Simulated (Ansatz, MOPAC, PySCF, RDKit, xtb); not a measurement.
Torsion N1–Si2–Ge3–H8 in GeH7NSi (SMILES N[SiH2][GeH3]); at each angle all else is relaxed with GFN2-xTB, and the levels are single points there.
Geometry at 60° (charge 0, multiplicity 1):
```xyz
10

N      1.656     0.672     0.325
Si     0.622    -0.686     0.112
Ge    -1.542     0.082     0.509
H      2.651     0.557     0.224
H      1.376     1.567    -0.043
H      0.690    -1.322    -1.216
H      1.067    -1.667     1.102
H     -2.026     1.184    -0.394
H     -1.831     0.633     1.873
H     -2.610    -0.960     0.341
```

| level | energy at 0° less that at 60° (meV) | cost |
|---|---|---|
| UFF | 41.0 | - |
| GFN-FF | 9.1 | - |
| PM7 | 12.2 | - |
| GFN1-xTB | 10.0 | - |
| GFN2-xTB | -1.9 | - |
| HF/STO-3G | 15.7 | - |
| HF/def2-SVP | 33.4 | - |
| PBE/def2-TZVPP | 23.5 | ×1 |
| PBE-D3(BJ)/def2-TZVPP | 23.2 | ×1 |
| B3LYP/6-31G* | 28.6 | - |
| B3LYP/def2-TZVPP | 25.2 | ×1 |
| PBE0/def2-TZVPP | 24.9 | ×1 |
| PBE0-D3(BJ)/def2-TZVPP | 24.7 | ×1 |
| PBE0-D4/def2-TZVPP | 24.8 | ×1 |
| wB97X-V/def2-TZVPP | 25.7 | ×3 |
| wB97M-V/def2-TZVPP | 24.6 | ×4 |
| MP2/def2-SVP | 34.3 | - |
| MP2/def2-TZVPP | 27.9 | ×2 |
| SCS-MP2/def2-SVP | 33.3 | - |
| CCSD/def2-SVP | 32.4 | - |

The rows run from -1.9 (GFN2-xTB) to 41.0 meV (UFF). From def2-SVP to def2-TZVPP MP2 changes by -6.4. The dispersion term adds -0.3 in PBE-D3(BJ), -0.2 in PBE0-D3(BJ), -0.1 in PBE0-D4. The 5 functionals in def2-TZVPP without D3 or D4 span 2.1, from PBE to wB97X-V.

On the grid 0° to 120°, 0° is the highest and 60° the lowest point at wB97M-V/def2-TZVPP.

Frozen-core correlation. Filled d and f shells under p-block atoms count as core. Rows in 6-31G*, STO-3G carry no dispersion term and start afresh at each structure (6-31G* with six Cartesian d functions); the Pople sets are all-electron and without relativity. The state reached by PM7 isn't checked; PM7 holds dispersion and hydrogen-bond terms.

Codes used: Ansatz (Gaussian basis) for Hartree–Fock, density functionals and correlated methods; MOPAC for PM7 (differences of heats of formation); PySCF for 6-31G* rows, STO-3G rows, the dispersion terms; RDKit for the force fields; xtb for the GFN methods. Values without a source in brackets are computed.

Costs are rough ratios of core time to PBE/def2-TZVPP (about 7 s over the structures, on one shared machine); a dash marks a level with no comparable run of its own.

Ansatz is a first-principles code.
